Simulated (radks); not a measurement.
The dysprosium ion Dy52+, configuration [Ne] 3s2 3p2. Method: scalar-relativistic Kohn-Sham, LB94 model potential, spin-polarised, spherical densities, finite nucleus; open shells are filled with parallel spins first (spin-orbit coupling, left out, can overturn this in heavy ions); Fermi nuclear charge, rms radius 5.2218 fm; computed with a radial shooting solver on a logarithmic mesh with Libxc functionals. Some entries of the table are withheld. Estimate them.

| orbital | occ. | eigenvalue (hartree) | <1/r> (bohr^-1) |
|---|---|---|---|
| 1s down | 1 | -2120.445 | 74.65 |
| 1s up | 1 | -2120.445 | 74.64 |
| 2s up | 1 | -465.5688 | 17.57 |
| 2s down | 1 | -465.5280 | 17.56 |
| 2p up | 3 | -429.7449 | 16.32 |
| 2p down | 3 | -429.5920 | 16.30 |
| 3s up | 1 | -187.5664 | 7.120 |
| 3s down | 1 | -187.0687 | 7.141 |
| 3p up | 2 | (1) | 6.745 |
| 3p down | 0 | (2) | 6.768 |

Answer. 
(1) 3p up eigenvalue (hartree): -176.8060
(2) 3p down eigenvalue (hartree): -176.3682
